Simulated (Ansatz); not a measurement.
Breaking the C1–Ga2 bond in CH5Ga (SMILES [CH3][GaH2]) (multiplicity 1 held, fragments rigid). Energies count from the point at 1.979 Å.
Geometry at that point (charge 0, multiplicity 1):
```xyz
7

C     -1.5610    -0.1228     0.0012
Ga     0.4126     0.0298    -0.0014
H     -1.9885     0.4992    -0.7883
H     -1.9013    -1.1488    -0.1314
H     -1.9536     0.2545     0.9494
H      1.0844     1.4547     0.0519
H      1.3352    -1.2460    -0.0469
```

Signs of static correlation in cc-pVTZ, with CASSCF(2,2), from Ansatz (a quantum-chemistry and plane-wave program) runs.

```json
[
 {"R (Å)": "1.584", "T1 of restricted CCSD": "0.008", "⟨S²⟩ of UHF": "0.000", "largest double amplitude of restricted CCSD": "0.029", "weight of the CASSCF reference in MRCISD": "0.908", "CASSCF natural occupations": "1.99 0.01"},
 {"R (Å)": "1.781", "T1 of restricted CCSD": "0.008", "⟨S²⟩ of UHF": "0.000", "largest double amplitude of restricted CCSD": "0.031", "weight of the CASSCF reference in MRCISD": "0.907", "CASSCF natural occupations": "1.99 0.01"},
 {"R (Å)": "1.979", "T1 of restricted CCSD": "0.008", "⟨S²⟩ of UHF": "0.000", "largest double amplitude of restricted CCSD": "0.033", "weight of the CASSCF reference in MRCISD": "0.906", "CASSCF natural occupations": "1.98 0.02"},
 {"R (Å)": "2.177", "T1 of restricted CCSD": "0.009", "⟨S²⟩ of UHF": "0.000", "largest double amplitude of restricted CCSD": "0.031", "weight of the CASSCF reference in MRCISD": "0.905", "CASSCF natural occupations": "1.97 0.03"},
 {"R (Å)": "2.375", "T1 of restricted CCSD": "0.009", "⟨S²⟩ of UHF": "0.000", "largest double amplitude of restricted CCSD": "0.048", "weight of the CASSCF reference in MRCISD": "0.905", "CASSCF natural occupations": "1.95 0.05"},
 {"R (Å)": "2.672", "T1 of restricted CCSD": "0.011", "⟨S²⟩ of UHF": "0.095", "largest double amplitude of restricted CCSD": "0.105", "weight of the CASSCF reference in MRCISD": "0.905", "CASSCF natural occupations": "1.91 0.09"},
 {"R (Å)": "2.969", "T1 of restricted CCSD": "0.013", "⟨S²⟩ of UHF": "…", "largest double amplitude of restricted CCSD": "0.170", "weight of the CASSCF reference in MRCISD": "0.905", "CASSCF natural occupations": "1.83 0.17"},
 {"R (Å)": "3.464", "T1 of restricted CCSD": "0.020", "⟨S²⟩ of UHF": "0.877", "largest double amplitude of restricted CCSD": "0.291", "weight of the CASSCF reference in MRCISD": "0.905", "CASSCF natural occupations": "1.64 0.36"},
 {"R (Å)": "3.959", "T1 of restricted CCSD": "0.029", "⟨S²⟩ of UHF": "0.971", "largest double amplitude of restricted CCSD": "0.425", "weight of the CASSCF reference in MRCISD": "0.906", "CASSCF natural occupations": "1.42 0.58"},
 {"R (Å)": "4.553", "T1 of restricted CCSD": "0.040", "⟨S²⟩ of UHF": "1.003", "largest double amplitude of restricted CCSD": "…", "weight of the CASSCF reference in MRCISD": "0.907", "CASSCF natural occupations": "1.22 0.78"},
 {"R (Å)": "5.344", "T1 of restricted CCSD": "0.045", "⟨S²⟩ of UHF": "1.012", "largest double amplitude of restricted CCSD": "0.707", "weight of the CASSCF reference in MRCISD": "0.907", "CASSCF natural occupations": "1.09 0.91"},
 {"R (Å)": "6.334", "T1 of restricted CCSD": "0.045", "⟨S²⟩ of UHF": "1.013", "largest double amplitude of restricted CCSD": "0.782", "weight of the CASSCF reference in MRCISD": "0.907", "CASSCF natural occupations": "1.03 0.97"}
]
```

### Question
Fill in the missing entries.

### Answer

- 2.969, ⟨S²⟩ of UHF: 0.571
- 4.553, largest double amplitude of restricted CCSD: 0.574

Doubts at one or more of the structures used: a restricted determinant that unrestricted orbitals would lower (R-CCSD(T)/cc-pVTZ); other coupled-cluster roots lie near (R-CCSD(T)/cc-pVTZ); a spin-contaminated determinant (U-CCSD(T)/cc-pVTZ); T1 above 0.05 (U-CCSD(T)/cc-pVTZ).
